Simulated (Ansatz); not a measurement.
C₂H₆BBrSi, SMILES `C[Si@H]1B[C@@H]1Br` at its PBE0-D4/def2-TZVP geometry, where that method's forces vanish. Charge 0, multiplicity 1.

```xyz
11

C    -0.6384    1.6107   -0.3615
Si    0.5790    0.2115   -0.5495
B     1.3380   -0.9767    0.7355
C    -0.1013   -1.2835    0.7151
Br   -0.8642   -3.0443    0.6969
H    -1.5357    1.4393   -0.9601
H    -0.1704    2.5317   -0.7210
H    -0.9238    1.7613    0.6806
H     0.9180    0.0196   -1.9870
H     2.2906   -1.6831    0.7604
H    -0.8917   -0.5864    0.9906
```

What forces (eV/Å) does B3LYP-D4/def2-TZVPP give on these atoms in Ansatz? (An estimate is asked.)

Computed: 
```
C1  -0.059  0.103 -0.001
Si2  0.178  0.050 -0.211
B3   0.034 -0.091  0.002
C4   0.049  0.336  0.134
Br5 -0.160 -0.369 -0.002
H6   0.034  0.025  0.037
H7  -0.042 -0.030  0.020
H8   0.003  0.000 -0.062
H9  -0.028  0.012  0.075
H10 -0.107  0.084  0.005
H11  0.099 -0.121  0.003
```

B3LYP here is the variant with VWN-RPA as its local correlation; programs differ in this.
